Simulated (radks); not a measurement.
The mean radii <r> (bohr) of the occupied orbitals of an atom or ion are listed with their occupations. Method: scalar-relativistic Kohn-Sham, PBE, spin-unpolarised, spherical densities, finite nucleus; Fermi nuclear charge, rms radius of each element as measured or else 0.836 A^(1/3) + 0.57 fm; computed with a radial shooting solver on a logarithmic mesh with Libxc functionals.

| orbital | occ. | <r> |
|---|---|---|
| 1s | 2 | 0.06293 |

Name the element and its charge.

Answer. Z = 24, chromium, charge +22: Cr22+ in [He]. The 1s radius gives Z: for a bare nucleus <r> = (2 gamma + 1)/(2Z) with gamma = sqrt(1 - (Z/c)^2), 0.06186 bohr for Z = 24, and screening makes it slightly larger (0.06293 here). The occupations add up to 2, and the charge is Z minus that.
